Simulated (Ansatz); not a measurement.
HBr ··· CH$_{3}$F

The pair of HBr (SMILES Br, atoms 1–2) and CH$_{3}$F (SMILES CF, atoms 3–7), both closed shells, in one local arrangement (a lower one may exist), relaxed at PBE0-D4/def2-TZVP:

```json
{"atom": "Br1", "x (Å)": "0.6293", "y (Å)": "0.3847", "z (Å)": "-2.8876"}
{"atom": "H2", "x (Å)": "-0.2189", "y (Å)": "-0.0620", "z (Å)": "-1.8287"}
{"atom": "C3", "x (Å)": "-0.0382", "y (Å)": "-0.0443", "z (Å)": "0.9926"}
{"atom": "F4", "x (Å)": "-0.9178", "y (Å)": "-0.4492", "z (Å)": "-0.0009"}
{"atom": "H5", "x (Å)": "-0.5565", "y (Å)": "0.6564", "z (Å)": "1.6484"}
{"atom": "H6", "x (Å)": "0.8208", "y (Å)": "0.4392", "z (Å)": "0.5243"}
{"atom": "H7", "x (Å)": "0.2811", "y (Å)": "-0.9246", "z (Å)": "1.5519"}
```

Ansatz 0.2.0; basis: def2-TZVPPD, with def2-QZVPPD for the basis limit; cores frozen in the correlated methods. Filled d shells of the heavier atoms are correlated. The def2 sets are not built for correlating such inner shells, so the correlated values are less sure here. B3LYP uses VWN-RPA correlation. Extrapolation: Hartree–Fock as exp(−7.88 √X), correlation as X^−2.97. Interaction energies count from these two fragments, frozen as in the pair, with the counterpoise correction; negative means bound.

Task: What is the interaction energy by CCSD(T) at an estimated basis limit (MP2 extrapolated from triple and quadruple zeta, plus CCSD(T) − MP2 in triple zeta)? (To be estimated.)

Result: By the calculation: -13.8 kJ/mol. Hartree–Fock alone gives -4.7 kJ/mol at the basis limit. It counts from the two fragments frozen as in the pair.

The same quantity by other methods in triple zeta, and each one's difference from that estimate:
```
   method  E_int (kJ/mol)  difference
   PBE-D4           -14.5        -0.6
revPBE-D4           -11.3         2.5
  BLYP-D4           -12.6         1.3
r2SCAN-D4           -14.3        -0.4
   B97M-V           -13.6         0.3
  PBE0-D4           -13.9         0.0
 B3LYP-D4           -13.4         0.5
 HSE06-D4           -13.9         0.0
  wB97X-V           -13.1         0.7
  wB97M-V           -13.0         0.9
   B2PLYP           -10.6         3.2
       HF            -4.7         9.2
      MP2           -12.7         1.1
     CCSD           -10.2         3.6
  CCSD(T)           -11.5         2.4
```
Differences are method less estimate.

Task: Which atoms make the shortest contact between the fragments?

Result: H2 and F4, 1.99 Å apart.

Basis-set superposition shift (counterpoise-corrected less uncorrected): CCSD(T) 3.5; MP2 3.4; HF 0.4; PBE0-D4 0.5; wB97M-V 0.4 kJ/mol.

The T1 diagnostic stays at or below 0.011.

For scale, one of the runs: CCSD(T)/def2-TZVPPD, 202 basis functions, launched by `ansatz run in.yaml --threads 4 --pin off --events-out ev --progress --plain --max-ram 9574MiB`. Time: 59 s of wall clock on 4 CPU threads of an Intel Xeon Platinum 8259CL; the host was shared. Peak host memory: 2.7 GiB.
